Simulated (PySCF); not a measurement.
## Excitation energy of Pt by level of theory

Pt [Xe] 4f14 5d9 6s1 (3D) → Pt [Xe] 4f14 5d9 6p1 (high-spin determinant), as a difference of total energies. Calculation: PySCF 2.14, in x2c-TZVPPall with one added diffuse shell each of s, p, d, f type (12s8p8d4f1g, 113 functions); the spin-free X2C one-electron Hamiltonian (Gaussian nucleus). Correlated levels: valence: [Xe] 4f14 frozen. The calculations carry no spin-orbit coupling.

```
           method  excitation energy (eV)
              UHF                   4.005
    MP2 (valence)                   4.764
SCS-MP2 (valence)                   4.679
   CCSD (valence)                   4.519
CCSD(T) (valence)                   4.488
```

**Question.** How much does correlation contribute at CCSD(T) (valence)?

**Answer.** 4.488 − (4.005) = 0.483 eV, measured against UHF.

A first-order spin-orbit estimate (lowest level to lowest level, LS coupling) adds 0.134 eV.

The determinant of the upper state mixes LS terms, which raises its energy above the lowest term, most at the Hartree-Fock and MP2 levels.
